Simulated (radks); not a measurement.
Results of a calculation; reference values are marked as such.
Neutral neodymium inside a hard spherical wall (all orbitals vanish at R), configuration held at [Xe] 4f4 6s2 and not refilled when levels cross. Level of theory: scalar-relativistic Kohn-Sham, PBE, spin-unpolarised, spherical densities, finite nucleus; Fermi nuclear charge, rms radius 4.9123 fm (a radial shooting solver on a logarithmic mesh with Libxc functionals). Eigenvalues in eV, with the zero of energy where the potential of the charges vanishes at infinity; a dash marks a level that is unbound or too diffuse for the functional's potential to be trusted. A positive occupied level is held by the wall or, in an anion where self-interaction has pushed it up, behind a barrier. The pressure on the wall is -dE/dV.

R (bohr),E (hartree),kinetic (hartree),e(5s),e(5p),e(6s),"e(5d, empty)",e(4f),"e(6p, empty)",pressure (GPa)
free,-9623.4612,10241.303,-40.459,-22.091,-3.502,-1.919,-1.754,-1.233,0
20,-9623.4612,10241.303,-40.459,-22.091,-3.502,-1.919,-1.754,-1.232,< 0.0001
15,-9623.4612,10241.303,-40.455,-22.086,-3.499,-1.914,-1.749,-1.213,0.000358
8,-9623.4366,10241.455,-39.607,-21.255,-2.719,-1.153,-0.913,0.276,0.798
4,-9622.3310,10245.692,-31.743,-13.749,14.445,8.415,7.745,24.326,198
3.5,-9621.3246,10249.466,-27.675,-9.581,26.934,14.321,12.686,39.865,553
3,-9619.0586,10257.625,-20.380,-1.580,51.421,25.539,21.538,68.707,1770
2,-9597.1910,10326.448,31.340,59.004,223.71,105.03,70.993,256.95,32100
